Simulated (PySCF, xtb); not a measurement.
H₆NSi₂, SMILES [SiH3]N[SiH2], multiplicity 2.

Harmonic wavenumbers (cm⁻¹) from xtb with GFN2-xTB at its own minimum, in rising order: 11, 77, 196, 261, 545, 571, 580, 605, 709, 737, 762, 803, 828, 990, 1194, 2208, 2241, 2246, 2262, 2305, 3483.

Task: What does PBE-D3(BJ)/def2-SVP run with PySCF give at its own minimum? (Estimate from the structure and the level; the computed values follow.)

Result: 64, 125, 195, 417, 584, 628, 678, 712, 788, 856, 887, 905, 923, 954, 1148, 2076, 2124, 2139, 2157, 2188, 3487. Paired by order, the mean absolute difference is 83 cm⁻¹ and the zero-point energies are 33.8 and 34.4 kcal/mol.
